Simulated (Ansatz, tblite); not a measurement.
Forces on Te14Mo3 at its PBE-D4/def2-SVP geometry. Total charge 0; singlet.

In the def2 sets Mo, Te take a core potential; there is no spin–orbit coupling. The xTB rows come from tblite. Single mean-field runs in def2-SVP are fitted with def2-universal-jkfit. The restricted singlet is unstable towards broken spin symmetry in Hartree–Fock (as tested in another run); at revPBE-D4/def2-SVP, r2SCAN-D4/def2-SVP this wasn't settled. The order of the spin states hangs on the level: the triplet lies 0.08 eV below the singlet at PBE0-D4/def2-SVP, but 0.28 eV above it at revPBE-D4/def2-SVP.

GFN2-xTB (tblite), largest force 1.13 eV/Å:

```xyz
17
positions Å, forces eV/Å
Mo   -0.589   -0.165   -1.587    0.452    0.039    0.254
Mo   -1.065    0.077    1.258    0.136   -0.009   -0.160
Mo    1.670    0.088    0.311   -0.331   -0.048   -0.401
Te    0.115   -2.110    0.144   -0.135    0.850    0.049
Te   -0.035    2.104   -0.239   -0.076   -0.835    0.203
Te   -2.849   -1.836   -1.724    0.186   -0.019    1.115
Te   -2.961    1.290   -2.008    0.178    0.231    1.088
Te    0.892   -1.634   -3.373    0.345    0.736    0.440
Te    0.798    1.057   -3.618    0.398   -0.618    0.568
Te   -0.257   -1.244    3.559    0.866    0.239   -0.406
Te   -0.366    1.843    3.278    0.881   -0.245   -0.361
Te   -3.276   -1.582    1.023    0.222    0.164   -0.945
Te   -3.386    1.506    0.741    0.242   -0.316   -0.899
Te    2.392   -1.249    2.679   -1.119   -0.165    0.019
Te    2.281    1.877    2.395   -1.123    0.086   -0.003
Te    3.366   -1.357   -1.296   -0.582    0.635   -0.341
Te    3.269    1.334   -1.542   -0.541   -0.725   -0.220
```

revPBE-D4/def2-SVP (Ansatz), largest force 0.06 eV/Å:

```
Mo 0.000 0.003 0.024
Mo 0.002 0.000 -0.003
Mo -0.027 -0.001 0.004
Te 0.007 -0.026 -0.004
Te 0.005 0.026 -0.007
Te -0.010 -0.040 -0.044
Te -0.011 0.029 -0.052
Te -0.002 -0.043 -0.034
Te -0.008 0.035 -0.043
Te -0.032 -0.032 0.041
Te -0.036 0.037 0.034
Te -0.031 -0.030 0.042
Te -0.032 0.035 0.039
Te 0.050 -0.034 0.007
Te 0.048 0.038 0.000
Te 0.038 -0.035 0.001
Te 0.040 0.038 -0.004
```

r2SCAN-D4/def2-SVP (Ansatz), largest force 0.29 eV/Å:

```
Mo 0.005 0.011 0.116
Mo 0.022 -0.001 -0.026
Mo -0.119 -0.004 0.014
Te 0.007 0.207 -0.034
Te 0.020 -0.208 0.005
Te -0.086 -0.021 0.106
Te -0.086 0.033 0.100
Te -0.015 0.248 -0.132
Te 0.001 -0.269 -0.087
Te 0.129 0.009 0.004
Te 0.128 0.001 0.003
Te -0.026 -0.007 -0.126
Te -0.025 -0.018 -0.123
Te -0.087 -0.022 0.106
Te -0.088 0.034 0.100
Te 0.098 0.264 -0.037
Te 0.121 -0.258 0.013
```
